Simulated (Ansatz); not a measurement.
Geometry optimisation, Ansatz, RHF/def2-SVP.

Input file:

```yaml
crystal:
  periodic: [false, false, false]
  atoms:
    - { symbol: Al, position_ang: [0.025033, 0.477593, -0.4399] }
    - { symbol: F, position_ang: [-0.009782, 0.048488, 2.409009] }
    - { symbol: O, position_ang: [1.509302, -0.190448, -0.797533] }
    - { symbol: H, position_ang: [1.787222, -0.965737, -1.248873] }
    - { symbol: O, position_ang: [-1.485382, -0.110794, -0.800672] }
    - { symbol: H, position_ang: [-1.994433, -0.899468, -0.805533] }
    - { symbol: Cl, position_ang: [0.104017, 2.486392, 0.437408] }
    - { symbol: H, position_ang: [0.024423, 0.955673, 2.499894] }
basis:
  gaussian: { orbitals: def2-SVP }
hamiltonian:
  xc: hf
relax:
  f_tol: 0.03
  max_steps: 50
```

Run as:

```bash
$ ansatz run input.yaml --threads 1 --pin off --max-ram 2048MiB --backend cpu --events-out ev --progress --plain --runs-dir out
```

Q: Where does it end, and by what steps?

A: The run converged. The force dipped under the threshold on the way, but the program's further checks kept it going. After 19 steps the energy has fallen by 0.325 eV; F2 moved furthest, 0.53 Å. Joined: Al1–F2 (2.88 → 2.05 Å).

| step | energy less start (eV) | largest force component (eV/Å) | accepted |
| --- | --- | --- | --- |
| 0 | 0.0000 | 1.089 | yes |
| 1 | -0.1093 | 0.848 | yes |
| 2 | -0.2357 | 0.980 | yes |
| 3 | -0.3008 | 0.580 | yes |
| 4 | -0.3031 | 0.579 | yes |
| 5 | -0.3104 | 0.478 | yes |
| 6 | -0.3109 | 0.496 | yes |
| 7 | -0.3217 | 0.039 | yes |
| 8 | -0.3218 | 0.041 | yes |
| 9 | -0.3191 | 0.308 | no |
| 10 | -0.3229 | 0.010 | yes |
| 11 | -0.3140 | 0.765 | no |
| 12 | -0.3233 | 0.019 | yes |
| 13 | -0.3230 | 0.187 | no |
| 14 | -0.3235 | 0.037 | yes |
| 15 | -0.3236 | 0.118 | yes |
| 16 | -0.3245 | 0.009 | yes |
| 17 | -0.3236 | 0.256 | no |
| 18 | -0.3246 | 0.058 | yes |
| 19 | -0.3247 | 0.020 | yes |

```xyz
8
Properties=species:S:1:pos:R:3
Al -0.011 0.478 -0.120
F 0.065 0.056 1.883
O 1.441 -0.201 -0.628
H 1.678 -0.949 -1.143
O -1.538 -0.111 -0.507
H -1.851 -0.882 -0.943
Cl 0.068 2.551 0.390
H 0.108 0.859 2.322
```

Whether the end is a true minimum wasn't checked by a vibrational analysis.

The run took 40 s on 1 thread of Arm Neoverse V1, on a shared host, peak memory 0.17 GiB.
